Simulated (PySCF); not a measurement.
Species: C9H6N2.
SMILES: `c1n2c(cc1C#N)cccc2`

Linear response at CAM-B3LYP/def2-SVPD (PySCF, frozen core in the response, non-relativistic). Isolated species at its PBE0-D3(BJ)/def2-SVP geometry, gas phase.

Static isotropic polarisability: 120.28 au (17.82 Å³), principal values 62.2, 109.7, 188.9 au.

What is the polarisability at 1064 nm and at the sodium D line?

122.38 au at 1064 nm (+1.7 %), 127.78 au at 589.3 nm (+6.2 %). The rise at 589.3 nm is 3.58 times that at 1064 nm; a pure ω² law gives 3.26. The lowest singlet lies at 311 nm, shorter than both wavelengths.

What is the isotropic C6 coefficient between two such molecules, C6 = (3/π)∫α(iω)² dω?

4906 au (Eh·bohr⁶) by a ten-point quadrature over imaginary frequencies, which is 2930 eV·Å⁶ or 283 J·nm⁶/mol.

Which effective excitation energy ω̄ makes London's formula C6 = (3/4)α²ω̄ exact here?

ω̄ = 4·C6/(3α²) = 0.452 Eh = 12.3 eV. A one-pole form α(ω) = α/(1 − ω²/ω̄²) fitted to the 1064 nm value gives 8.9 eV.

What n − 1 at the D line would an ideal gas of it have at 273.15 K and 1 atm (2.6868 × 10¹⁹ cm⁻³), by n − 1 = 2π·N·α′?

31.97 × 10⁻⁴, a formal value whether or not that pressure can be reached.

What molar refraction at the D line follows from R = (4π/3)·N_A·α′, with α′ the polarisability volume?

α′ = 18.94 Å³ gives R = 47.76 cm³/mol, for isolated, non-vibrating species.

How many electrons N does the Slater–Kirkwood formula C6 = (3/4)·√N·α^(3/2) need to give this C6?

N = (4·C6/3)²/α³ = 24.6; the species has 74 electrons in all.

How anisotropic is the static polarisability, by Δα² = ½[(α1 − α2)² + (α2 − α3)² + (α3 − α1)²]?

Δα = 110.9 au, or 0.92 of the isotropic value.

The lowest 6 singlets have (eV, f): 3.98, 0.055; 4.78, 0.010; 5.65, 0.469; 5.73, 0.000; 6.04, 0.330; 6.27, 0.682. What share of the static polarisability do they carry in the sum over states α = Σ f/ω²?

33.35 au, 27.7 % of α; the largest term, 12.86 au, is that of the state at 6.27 eV. Their oscillator strengths add up to 1.55. Higher states carry the rest.
